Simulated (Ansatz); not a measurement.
def2 core potentials replace the inner electrons of Sb.

A geometry relaxed with B3LYP-D3(BJ)/def2-SVP run with Ansatz (an electronic-structure program), charge 0, multiplicity 1:

```xyz
16

H      0.0481    -0.8502    -1.4795
Sb     2.4269    -0.8529    -0.1033
H      0.5365     0.7958    -1.0292
H     -0.7137    -1.3155     0.8837
C      0.4012    -0.2280    -0.6414
H      4.0993     0.3425    -1.5653
H     -0.1284     0.2713     1.3902
O      2.5482     0.3384     1.5071
H     -1.9013     1.3803    -0.0837
H     -3.1286    -1.4026     0.4575
C     -1.9130     0.3190     0.1989
C     -0.5758    -0.2753     0.5408
H     -4.0114     0.1493    -0.0838
C     -3.0734    -0.3420     0.1890
H      2.2448     1.2335     1.2883
O      3.1406     0.4363    -1.4691
```

Problem. Write the SMILES of this molecule.

Solution. `C=CC[CH2][Sb]([OH])[OH]`
